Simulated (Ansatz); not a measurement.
Cost and result for the atomization energy of `CSC#[C][AlH2]` (10 atoms, 9 bonds).

```
atom   x (Å)   y (Å)   z (Å)
  C1   0.879   2.281   0.012
  S2   0.642   1.231   1.466
  C3   0.031  -0.151   0.773
  C4  -0.421  -1.191   0.314
 Al5  -1.121  -2.794  -0.403
  H6  -0.074   2.459  -0.484
  H7   1.589   1.823  -0.673
  H8   1.282   3.223   0.384
  H9  -1.341  -2.894  -1.966
 H10  -1.466  -3.987   0.577
```

Charge 0, multiplicity 1. All single points use the PBE0-D4/def2-TZVP geometry. Program: Ansatz. All runs use 4 threads of an Arm Neoverse V1 on a shared host. Times are those of one run each, without the atoms' runs, and a repeat can differ threefold. Electronic energies, without spin–orbit coupling; frozen cores. CCSD(T)/CBS adds CCSD(T) − MP2 in def2-TZVPP to the MP2 limit, and its time is that of the two runs behind it. T1 = 0.013. B3LYP takes the VWN-RPA correlation (the form of Gaussian; ORCA's B3LYP/G).

CCSD(T)/CBS is a level of theory with its own doubt, some kJ/mol a heavy atom from the limit and from the frozen cores, so smaller differences don't rank the functionals.

```csv
level,functions,wall time
PBE-D4/def2-TZVPP (with forces),247,2.2 s
PBE0-D4/def2-TZVPP,247,2.7 s
B3LYP-D4/def2-TZVPP (with forces),247,4.2 s
r2SCAN-D4/def2-TZVPP (with forces),247,4.2 s
B2PLYP/def2-TZVPP,247,4.8 s
ωB97X-V/def2-TZVPP,247,7 s
ωB97M-V/def2-TZVPP (with forces),247,10 s
MP2/def2-QZVPP,461,17 s
CCSD(T)/def2-TZVPP,247,84 s
CCSD(T)/CBS(def2),–,100 s
```

**Question.** What atomization energy does each give, and how far from CCSD(T)/CBS? (An estimate is asked.)

**Answer.** The calculation gave: 
```csv
level,atomization (kcal/mol),difference from CCSD(T)/CBS,per bond
PBE-D4/def2-TZVPP (with forces),899.2,23.0,2.6
PBE0-D4/def2-TZVPP,881.7,5.5,0.6
B3LYP-D4/def2-TZVPP (with forces),877.1,0.9,0.1
r2SCAN-D4/def2-TZVPP (with forces),883.4,7.2,0.8
B2PLYP/def2-TZVPP,869.3,-6.9,-0.8
ωB97X-V/def2-TZVPP,878.2,2.0,0.2
ωB97M-V/def2-TZVPP (with forces),880.2,4.0,0.4
MP2/def2-QZVPP,886.1,9.9,1.1
CCSD(T)/def2-TZVPP,852.7,-23.5,-2.6
CCSD(T)/CBS(def2),876.2,0.0,0.0
```

The D4 term adds +8.0 kcal/mol with B3LYP and +4.2 kcal/mol with PBE0; it sums over pairs of atoms, weighted by their polarisabilities, and B3LYP, whose exchange is more repulsive, gets the larger term. From PBE to PBE0 (25 % exact exchange), in def2-TZVPP and without D4, the atomization energy moves by −16.7 kcal/mol: exact exchange takes away binding that semilocal exchange gives to molecules. In def2-TZVPP, CCSD(T) changes the Hartree–Fock value by +215.5 kcal/mol (the triples alone add +16.5 kcal/mol) and MP2 by +235.0 kcal/mol; breaking electron pairs costs correlation energy, which Hartree–Fock lacks.
